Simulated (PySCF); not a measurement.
An unknown shows these calculated signals:

1H NMR (300 MHz, computed): δ 4.72 (m, 1H), 4.64 (m, 1H), 2.53 (m, 1H), 2.32 (m, 1H), 2.17 (m, 1H), 2.04 (s, 6H), 1.21 (m, 1H), 1.15 (m, 1H).

13C{1H} NMR (computed): δ 61.2 (CH), 45.9 (CH3), 31.4 (CH2), 1.6 (CH2).

- NMR shieldings at PBE0/pcSseg-1/GIAO
- coordinates at the GFN2-xTB level
- code: PySCF 2.14.0 with density-fitted response routines
- one averaged value for each set of equivalent atoms, one computed conformer, gas phase, non-relativistic

Scale: 1H (σref 31.72) and 13C (σref 186.93) against TMS (reference shieldings calculated alike).

Which of these does the molecule contain: an NH or NH2 group, a Si–H bond, a CF3 group, an N-methyl group, a tert-butyl group?

Results:


- An NH or NH2 group: no.
- A Si–H bond: yes (δH 4.64 (m), 4.72 (m)).
- A CF3 group: no.
- An N-methyl group: yes (δC 45.9; δH 2.04 (s)).
- A tert-butyl group: no.

The data belong to SMILES CN(C)[C@@H]1CC[SiH2]1, C5H13NSi; they needn't prove each group on their own.

Carbon signals by region: 1 at 50–100 ppm, 3 below 50 ppm.

Shifts are as computed. Against solution values, carbons near 30 ppm lie about +3 ppm off and those near 130 ppm about +5 ppm. Of 1211 compounds with measured shifts, 218 miss one by over three times the rms of a fit or turn the order of signals round; such compounds aren't used in these exercises. Multiplicities follow the n + 1 count of equivalent neighbours, as no J values were calculated; m marks all less simple cases, F and P coupling included.
